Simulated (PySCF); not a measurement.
**Dipole response of Mo (molybdenum, neutral)**

[Kr] 4d4 5s2, high-spin 5D determinant (an excited configuration). Computed with PySCF 2.14 in def2-QZVPPD with the def2 core potential (28 electrons) (7s5p4d3f2g, 81 functions), with scalar relativity through the core potential. Coupled (time-dependent) response in atomic units; α is the mean over directions.

```csv
method,mean α (bohr³),"α xx, yy, zz",C₆ (like pair),S(−4)
UHF,155.5,"176.6, 176.6, 113.4",1769,64970
PBE,84.31,"90.03, 90.03, 72.89",970.0,3718
PBE0,91.56,"97.36, 97.36, 79.97",1081,4606
MN15,78.28,"79.88, 79.88, 75.07",913.0,2650
PBEsol,83.06,"88.52, 88.52, 72.13",951.9,3607
```

S(−4) is the Cauchy moment in α(ω) = α(0) + S(−4) ω² + …

Spin-orbit coupling is absent.

α(iu) at PBE0:

```tsv
u (hartree)	α(iu) (bohr³)
0	91.56
0.0500	81.89
0.100	64.25
0.200	37.89
0.300	24.62
0.500	13.62
0.750	8.415
1.00	5.891
1.50	3.428
2.00	2.253
3.00	1.180
5.00	0.4804
```

The components differ because the open shell of this determinant is not spherical; for a pure term their mean is the scalar polarisability.

Energies and moments cover only the electrons outside the core potential.
